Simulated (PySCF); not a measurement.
How the method moves the HOMO and LUMO of `C#CCB(N)Cl`

C₃H₅BClN.
Atom-mapped SMILES: `[CH:1]#[C:2][CH2:3][B:4]([NH2:5])[Cl:6]` (hydrogens: H7 on C1; H8, H9 on C3; H10, H11 on N5)

Geometry (PBE0-D3(BJ)/def2-SVP, Å), atoms numbered from 1 in this order:
```
atom  x, y, z in Å
C1    -1.6524    1.2767   -1.1030
C2    -1.0616    0.8581   -0.1302
C3    -0.3103    0.3234    0.9909
B4     0.8636   -0.6551    0.5618
N5     1.1482   -0.9302   -0.7643
Cl6    1.8379   -1.4103    1.8465
H7    -2.1960    1.6613   -1.9456
H8     0.1262    1.1428    1.5893
H9    -0.9788   -0.2176    1.6837
H10    1.8895   -1.5495   -1.0621
H11    0.5981   -0.5125   -1.5071
```

Basis pcSseg-2 throughout (PySCF), one geometry. Isolated species at its PBE0-D3(BJ)/def2-SVP geometry (one conformer only).

Problem. How do the orbital energies, the gap and the dipole change with the method?

Solution. 
```csv
method,kind,HOMO (eV),LUMO (eV),gap (eV),μ (D),SCF cycles
BLYP,GGA,-6.35,-0.47,5.88,1.80,16
B97-D,GGA,-6.45,-0.44,6.01,1.82,15
OPBE,GGA,-6.46,-0.49,5.97,1.81,16
PBE,GGA,-6.50,-0.63,5.87,1.80,16
KT3,GGA,-6.52,-0.56,5.96,1.79,16
KT2,GGA,-6.53,-0.64,5.89,1.79,15
BP86,GGA,-6.59,-0.70,5.89,1.81,16
LDA,LDA,-6.68,-0.88,5.80,1.80,15
B97-2,global hybrid,-7.46,0.39,7.85,1.85,14
B3LYP,global hybrid,-7.49,0.15,7.64,1.85,14
PBE0,global hybrid,-7.73,0.40,8.12,1.86,14
mPW1PW91,global hybrid,-7.74,0.39,8.14,1.86,14
BHandHLYP,global hybrid,-8.81,0.97,9.77,1.89,13
CAM-B3LYP,range-separated hybrid,-9.09,1.13,10.22,1.89,13
wB97X-D,range-separated hybrid,-9.59,2.15,11.74,1.89,14
HF,Hartree–Fock,-10.46,2.59,13.05,1.94,12
LC-wPBE,range-separated hybrid,-10.50,2.31,12.81,1.93,14
```

The HOMO spans 4.15 eV, from BLYP down to LC-wPBE, and the gap runs from 5.80 eV (LDA) to 13.05 eV (HF). Over the methods BLYP (0 %), B97-D (0 %), OPBE (0 %), PBE (0 %), KT3 (0 %), KT2 (0 %), BP86 (0 %), LDA (0 %), B97-2 (21 %), B3LYP (20 %), PBE0 (25 %), mPW1PW91 (25 %), BHandHLYP (50 %), HF (100 %), a straight line through the gap against the share of exact exchange rises by 0.73 eV for each 10 % (correlation coefficient 0.996). The dipole ranges from 1.79 D (KT2) to 1.94 D (HF). This basis has no diffuse functions.
